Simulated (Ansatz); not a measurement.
Total energies of CH$_{7}$B$_{2}$FSi, SMILES `BCB[SiH2]F`.

| atom | x (Å) | y (Å) | z (Å) |
| --- | --- | --- | --- |
| B1 | 0.616 | -0.228 | -2.049 |
| C2 | 0.971 | -0.071 | -0.549 |
| B3 | -0.221 | -0.610 | 0.294 |
| Si4 | -1.008 | 0.560 | 1.724 |
| F5 | -2.224 | -0.117 | 2.527 |
| H6 | 0.438 | 0.729 | -2.745 |
| H7 | 0.481 | -1.322 | -2.513 |
| H8 | 1.358 | 0.903 | -0.249 |
| H9 | 1.706 | -0.874 | -0.351 |
| H10 | -0.631 | -1.713 | 0.069 |
| H11 | 0.038 | 0.922 | 2.722 |
| H12 | -1.522 | 1.822 | 1.118 |

Charge 0, multiplicity 1. The structure was optimised at the PBE0-D4/def2-TZVP level. It is one conformer, not always the lowest. Basis def2-TZVPP, Ansatz 0.2.0.

RPA on PBE orbitals: Hartree–Fock energy of these orbitals -479.73888 Eh, correlation -1.29132 Eh (frozen core).

```
             functional  energy without D4 (Eh)  D4 term (kJ/mol)
            LDA (SPW92)              -478.65891                 –
                    PBE              -481.04766             -21.1
                 revPBE              -481.32255             -64.5
                   BLYP              -481.38102             -46.3
                  B3LYP              -481.49215             -33.9
                r2SCANh              -481.31079              -5.7
                r2SCAN0              -481.29961              -6.2
HSE06 (plane-wave form)              -481.08690             -16.7
              CAM-B3LYP              -481.37598             -18.2
                LC-ωPBE              -481.23772                 –
                ωB97X-V              -481.35208                 –
                ωB97M-V              -481.34412                 –
                 B2PLYP              -481.18330                 –
               PBE-QIDH              -480.99583                 –
```

(1) Give the same for r2SCAN, B97M-V, PBE0, BHLYP. (Estimate.)

B3LYP takes the VWN-RPA correlation (the form of Gaussian; ORCA's B3LYP/G). HSE06 is the plane-wave form, built on full-range PBE exchange. The double hybrids freeze the cores in their second-order part.

Results:

(1) Computed: 
```tsv
functional	energy without D4 (Eh)	D4 term (kJ/mol)
r2SCAN	-481.31899	-5.3
B97M-V	-481.36685	–
PBE0	-481.10448	-17.9
BHLYP	-481.37081	-25.7
```

LC-ωPBE has ω = 0.4 bohr⁻¹.
